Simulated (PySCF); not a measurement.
Computed shifts of a molecule C2H7GeN, KT2/pcSseg-1 run with PySCF, GIAO, gas phase, atoms alike by connectivity averaged where their shifts nearly agree, in ppm (number of nuclei): ¹⁵N: 16.9 (1). ¹³C: 140.5 (1), 131.8 (1). ¹H: 6.57 (1), 6.37 (1), 6.09 (1), 5.27 (1), 4.97 (1), 0.29 (1), 0.00 (1). References: ⁷³Ge against GeH4 (σ = 1669.3 ppm); ¹⁵N against NH3 (σ = 266.2 ppm); ¹³C against TMS (σ = 185.1 ppm); ¹H against TMS (σ = 31.47 ppm), references at their B3LYP-D3(BJ)/def2-TZVP geometries, non-relativistic. Geometry optimised at B3LYP-D3(BJ)/def2-SVP. The values are those of a single conformer.

### Question
Identify the compound among the candidates.
(A) C/C=[N]\[GeH3]
(B) [CH2]1N[CH2][GeH2]1
(C) C/N=[CH]\[GeH3]
(D) C=[CH][GeH2][NH2]

### Answer
D, C=[CH][GeH2][NH2]
